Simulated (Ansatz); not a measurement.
Geometry optimisation, RKS PBE0-D4/STO-3G in Ansatz 0.2.0.

input.yaml

```yaml
crystal:
  periodic: [false, false, false]
  atoms:
    - { symbol: C, position_ang: [0.1735, -1.9193, 0.0325] }
    - { symbol: "N", position_ang: [0.6072, -0.5859, 0.526] }
    - { symbol: C, position_ang: [1.7455, -0.1303, -0.1993] }
    - { symbol: Si, position_ang: [0.3326, 0.762, -0.7088] }
    - { symbol: O, position_ang: [-0.0114, 2.2255, 0.1027] }
    - { symbol: Al, position_ang: [-1.7519, 2.1599, 0.7052] }
    - { symbol: H, position_ang: [0.2517, -1.9982, -1.0788] }
    - { symbol: H, position_ang: [-0.9082, -1.9693, 0.2803] }
    - { symbol: H, position_ang: [0.6913, -2.676, 0.5589] }
    - { symbol: H, position_ang: [2.4576, 0.4631, 0.4857] }
    - { symbol: H, position_ang: [2.1947, -0.8444, -0.9049] }
    - { symbol: H, position_ang: [-0.7057, 0.2788, -1.6742] }
    - { symbol: H, position_ang: [-2.9847, 2.6938, -0.2439] }
    - { symbol: H, position_ang: [-2.1051, 1.511, 2.1474] }
basis:
  gaussian: { orbitals: STO-3G }
hamiltonian:
  xc: pbe0
  dispersion: d4
relax:
  f_tol: 0.02
  max_steps: 40
scf:
  lower_state_search: "off"
output:
  orbitals: {}
```

Launched with:

```bash
$ ansatz run input.yaml --threads 1 --pin off --max-ram 2048MiB --backend cpu --events-out ev --progress --plain --runs-dir out
```

Task: Where does it end, and by what steps?

Result: It converged. The force dipped under the threshold on the way, but the program's further checks kept it going. Limits of this set-up: minimal basis. After 30 steps the energy has fallen by 1.827 eV; H14 moved furthest, 1.82 Å.

```json
{"step": "0", "energy less start (eV)": "0.0000", "largest force component (eV/Å)": "5.639", "accepted": "yes"}
{"step": "2", "energy less start (eV)": "-1.4085", "largest force component (eV/Å)": "0.784", "accepted": "yes"}
{"step": "4", "energy less start (eV)": "-1.4863", "largest force component (eV/Å)": "0.349", "accepted": "yes"}
{"step": "6", "energy less start (eV)": "-1.5174", "largest force component (eV/Å)": "0.410", "accepted": "yes"}
{"step": "8", "energy less start (eV)": "-1.5906", "largest force component (eV/Å)": "0.330", "accepted": "yes"}
{"step": "10", "energy less start (eV)": "-1.6545", "largest force component (eV/Å)": "0.687", "accepted": "yes"}
{"step": "12", "energy less start (eV)": "-1.7522", "largest force component (eV/Å)": "0.159", "accepted": "yes"}
{"step": "14", "energy less start (eV)": "-1.7906", "largest force component (eV/Å)": "0.116", "accepted": "yes"}
{"step": "16", "energy less start (eV)": "-1.7899", "largest force component (eV/Å)": "0.360", "accepted": "no"}
{"step": "18", "energy less start (eV)": "-1.8141", "largest force component (eV/Å)": "0.058", "accepted": "yes"}
{"step": "20", "energy less start (eV)": "-1.8214", "largest force component (eV/Å)": "0.180", "accepted": "yes"}
{"step": "22", "energy less start (eV)": "-1.8250", "largest force component (eV/Å)": "0.080", "accepted": "yes"}
{"step": "24", "energy less start (eV)": "-1.8261", "largest force component (eV/Å)": "0.075", "accepted": "yes"}
{"step": "26", "energy less start (eV)": "-1.8268", "largest force component (eV/Å)": "0.019", "accepted": "yes"}
{"step": "28", "energy less start (eV)": "-1.8270", "largest force component (eV/Å)": "0.013", "accepted": "yes"}
{"step": "30", "energy less start (eV)": "-1.8271", "largest force component (eV/Å)": "0.012", "accepted": "yes"}
```

```xyz
14
Properties=species:S:1:pos:R:3
C 0.162 -2.125 -0.063
N 0.002 -0.676 0.284
C 1.320 0.116 0.119
Si -0.038 0.543 -1.017
O -1.168 1.745 -0.788
Al -1.481 2.299 0.783
H 0.779 -2.322 -0.961
H -0.834 -2.565 -0.232
H 0.629 -2.659 0.783
H 1.584 0.708 1.003
H 2.183 -0.443 -0.264
H 0.081 0.156 -2.402
H -2.789 3.007 0.928
H -0.444 2.188 1.855
```

Time of the run: 62 s on 1 CPU thread of a shared host.
